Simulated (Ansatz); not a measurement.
GaN₂⁻. Charge -1, multiplicity 1. Geometry r2SCAN-D4/def2-TZVPD; atoms count from 1.

```xyz
3

Ga    0.768   -0.867   -0.737
N    -0.783    0.460   -0.078
N     0.015    0.407    0.815
```

The highest occupied level of the charge -1 singlet lies above zero (up to 1.51 eV). Its loss leaves the charge 0 doublet, which lies 0.28 eV higher (vertical, at PBE0-D4/def2-TZVPD), but this difference is unsure: the doublet is doubtful (geometry relaxed on an unsound state). The geometry of the singlet was relaxed on an unsound state (restricted singlet, unstable towards broken spin symmetry). At PBE0-D4/def2-TZVPD a triplet of charge -1 lies 0.17 eV below the restricted singlet, each at its own geometry. The structure comes from a short search, and lower isomers may exist.

Q: Estimate the Mulliken populations from the PBE0/def2-TZVPD orbitals of Ansatz.

A: 
```tsv
atom	charge (e)
Ga1	-0.54
N2	-0.23
N3	-0.23
```
Mulliken values and Mayer orders depend strongly on the basis. With diffuse functions, as here, like atoms can get unlike values, and bond orders can come out too low or too high.

Q: And the Mayer bond orders between bonded heavy atoms (over 0.3)?

A: Ga1–N2 0.78 (2.14 Å); Ga1–N3 0.78 (2.14 Å); N2–N3 1.84 (1.20 Å).
